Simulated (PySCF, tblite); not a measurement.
Isomers of C7H10NOP, one GFN2-xTB conformer each. Single-point energies are computed at PBE0/pcSseg-1 (PySCF, gas phase, no added dispersion term), electronic only.

| SMILES | GFN2-xTB relative energy (kcal/mol) |
| --- | --- |
| CC[P@H](=O)c1cccnc1 | 0.0 |
| C=Cc1pcoc1N(C)C | 48.7 |

Conformers: `[CH3:1][CH2:2][P@H:3](=[O:4])[c:5]1[cH:6][cH:7][cH:8][n:9][cH:10]1` with C1–C2–P3–O4 -179°, C2–P3–C5–C6 102°; `[CH2:1]=[CH:2][c:3]1[p:4][cH:5][o:6][c:7]1[N:8]([CH3:9])[CH3:10]` with C1–C2–C3–P4 -19°.

Task: What does PBE0/pcSseg-1 give for the same structures?

Result: 
```
             SMILES  PBE0/pcSseg-1 E (Eh)  PBE0/pcSseg-1 (kcal/mol)  GFN2-xTB (kcal/mol)  point group
CC[P@H](=O)c1cccnc1            -743.44311                       0.0                  0.0           C1
    C=Cc1pcoc1N(C)C            -743.37335                      43.8                 48.7           C1
```

Both levels put the same isomer lowest. As drawn, the lower has a P=O bond, which the higher lacks; the higher has a C=C bond outside aromatic rings, which the lower lacks.

Task: Which frontier levels, dipoles and rotational constants go with these structures?

Result: 
| SMILES | HOMO (eV, PBE0/pcSseg-1) | LUMO (eV) | dipole (D) | A, B, C (MHz) |
| --- | --- | --- | --- | --- |
| CC[P@H](=O)c1cccnc1 | -7.54 | -1.31 | 2.68 | 1977, 823.1, 661.4 |
| C=Cc1pcoc1N(C)C | -5.72 | -0.82 | 2.85 | 1625, 1046, 669.6 |

Task: What happens when harmonic zero-point energies from GFN2-xTB frequencies are added?

Result: 
| SMILES | ZPE (kcal/mol) | electronic (kcal/mol) | with ZPE (kcal/mol) |
| --- | --- | --- | --- |
| CC[P@H](=O)c1cccnc1 | 97.0 | 0.0 | 0.0 |
| C=Cc1pcoc1N(C)C | 97.8 | 43.8 | 44.5 |

The zero-point energies span 0.8 kcal/mol. The order is unchanged.
